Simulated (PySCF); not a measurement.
PySCF input for SnCl₃, SMILES [Cl][Sn+]([Cl])[Cl], charge +1, PBE-D3(BJ)/def2-SVP. The structure is a stationary point at PBE-D3(BJ)/def2-SVP. The spin state was assumed, not searched. The isomer is the one that the SMILES or the coordinates give; other isomers of the formula were not compared. The def2 effective core potentials stand for the cores of Sn; spin–orbit coupling is left out.

```python
import numpy as np
from pyscf import gto, scf, dft, df
from pyscf.hessian import thermo

mol = gto.M(
    atom='''
    Sn    0.00000000    0.00000000    0.00000000
    Cl    2.28799837    0.00000000    0.00000000
    Cl   -1.14399919   -1.98146471    0.00000000
    Cl   -1.14399919    1.98146471    0.00000000
    ''',
    basis='def2-SVP',
    ecp={'Sn': 'def2-svp'},
    charge=1,
    spin=0,
    max_memory=1600,
    verbose=3,
)
mf = dft.RKS(mol, xc='pbe').density_fit(auxbasis='def2-universal-jkfit')
mf.disp = 'd3bj'
mf.grids.level = 3
mf.conv_tol = 1e-11
mf.max_cycle = 100
mf.kernel()

# analytic Hessian; the response equations are solved on a coarser grid
h, args, fine = mf.Hessian(), (mf.mo_energy, mf.mo_coeff, mf.mo_occ), mf.grids
h.max_memory = max(150, 2.5e-5 * df.make_auxmol(mol, mf.with_df.auxbasis).nao * mol.nelec[0] * (mol.nelec[0] + mol.nao))  # MB; small integral blocks
h1ao = h.make_h1(mf.mo_coeff, mf.mo_occ)
mf.grids = dft.Grids(mol).set(level=1).build(with_non0tab=True)
mo1, mo_e1 = h.solve_mo1(*args, h1ao)
mf.grids = fine
hess = h.hess_elec(*args, mo1, mo_e1, h1ao) + h.hess_nuc()
if mf.do_disp():
    hess += h.get_dispersion()
for i in range(mol.natm):  # the analytic DFT Hessian lacks the response of the grid: restore translational invariance
    hess[i, i] -= hess[i].sum(axis=0)
hess = (hess + hess.transpose(1, 0, 3, 2)) / 2
vib = thermo.harmonic_analysis(mol, hess, imaginary_freq=False)
thermo.dump_normal_mode(mol, vib)
th = thermo.thermo(mf, vib['freq_au'][vib['freq_au'] > 0], 298.15, 101325)
thermo.dump_thermo(mol, th)
g0 = mf.nuc_grad_method().set(verbose=0).kernel()

# dipole derivatives [dipole axis, atom, xyz] from the same response
r, irp = mol.intor('int1e_r'), mol.intor('int1e_irp').reshape(3, 3, mol.nao, mol.nao)
sl, dm0, ok = mol.aoslice_by_atom(), np.array(mf.make_rdm1()), []
dmu = np.einsum('a,xt->xat', mol.atom_charges(), np.eye(3))
for a, (_, _, p0, p1) in enumerate(sl):
    dmu[:, a] += 2 * np.einsum('xtij,ij->xt', irp[:, :, :, p0:p1], dm0.reshape(-1, mol.nao, mol.nao).sum(0)[:, p0:p1])
    for u, c, occ, f in [(mo1, mf.mo_coeff, mf.mo_occ, 4)]:
        dmu[:, a] -= f * np.einsum('tui,xuv,vi->xt', u[a], r, c[:, occ > 0], optimize=True)
L = vib['norm_mode']
ir = 974.8801 * (np.einsum('xat,kat->kx', dmu, L) ** 2).sum(1)       # km/mol
apt = np.einsum('xax->a', dmu) / 3
print('mode   freq/cm-1   IR/(km/mol)')
for k, w in enumerate(vib['freq_wavenumber']):
    print(f'{k + 1:4d} {w:11.2f} {ir[k]:13.3f}')
print('max |gradient| / (hartree/bohr):', abs(g0).max())
print('APT charges:', apt.round(4))
```

It prints:

```
converged SCF energy = -1593.6962104806

WARN: DFTD3 does not support analytical Hessian, using finite difference


WARN: Mole.unit (angstrom) is changed to Bohr

Mode                                 0                   1                   2
Irrep
Freq [cm^-1]                       92.9101             95.2786             95.2871
Reduced mass [au]                  53.0234             40.0211             40.0214
Force const [Dyne/A]                0.2697              0.2141              0.2141
Char temp [K]                     133.6769            137.0847            137.0969
Normal mode                   x     y     z       x     y     z       x     y     z
       0  Sn                 0.00  0.00  0.06    0.00 -0.04  0.00    0.04  0.00 -0.00
       1  Cl                 0.00 -0.00 -0.07    0.00  0.12 -0.00    0.04 -0.00  0.00
       2  Cl                -0.00  0.00 -0.07   -0.07  0.00 -0.00   -0.08  0.07  0.00
       3  Cl                -0.00 -0.00 -0.07    0.07  0.00 -0.00   -0.08 -0.07  0.00
Mode                                 3                   4                   5
Irrep
Freq [cm^-1]                      354.0654            430.1951            430.1988
Reduced mass [au]                  35.4500             45.2864             45.2868
Force const [Dyne/A]                2.6184              4.9380              4.9381
Char temp [K]                     509.4213            618.9550            618.9602
Normal mode                   x     y     z       x     y     z       x     y     z
       0  Sn                 0.00  0.00 -0.00   -0.05 -0.00 -0.00    0.00 -0.05 -0.00
       1  Cl                -0.10 -0.00  0.00    0.11  0.00  0.00   -0.00  0.00  0.00
       2  Cl                 0.05  0.08  0.00    0.03  0.05  0.00    0.05  0.09  0.00
       3  Cl                 0.05 -0.08  0.00    0.03 -0.05  0.00   -0.05  0.09  0.00
temperature 298.1500 [K]
pressure 101325.00 [Pa]
Rotational constants [GHz] 1.81551 1.81551 0.90775
Symmetry number 6
Zero-point energy (ZPE) 0.00341 [Eh]   8959.641 [J/mol]
                           tot       elec      trans        rot        vib
Entropy [J/mol/K]       339.737      0.000    176.297    106.709     56.731
Cv [J/mol/K]             67.768      0.000     12.472     12.472     42.824
Cp [J/mol/K]             76.082      0.000     20.786     12.472     42.824
Internal energy [J/mol]                      3718.434   3718.434  17242.367
Internal energy [Eh]   -1593.68681  -1593.69621
Enthalpy [J/mol]                             6197.391   3718.434  17242.367
Enthalpy [Eh]          -1593.68587
Gibbs free energy [J/mol]                  -46365.581 -28096.721    327.977
Gibbs free energy [Eh] -1593.72445
mode   freq/cm-1   IR/(km/mol)
   1       92.91         4.522
   2       95.28         4.659
   3       95.29         4.659
   4      354.07         0.000
   5      430.20        33.279
   6      430.20        33.272
max |gradient| / (hartree/bohr): 0.00012400603642715054
APT charges: [ 1.6469 -0.2157 -0.2156 -0.2156]
```

The calculation finished and met its thresholds.
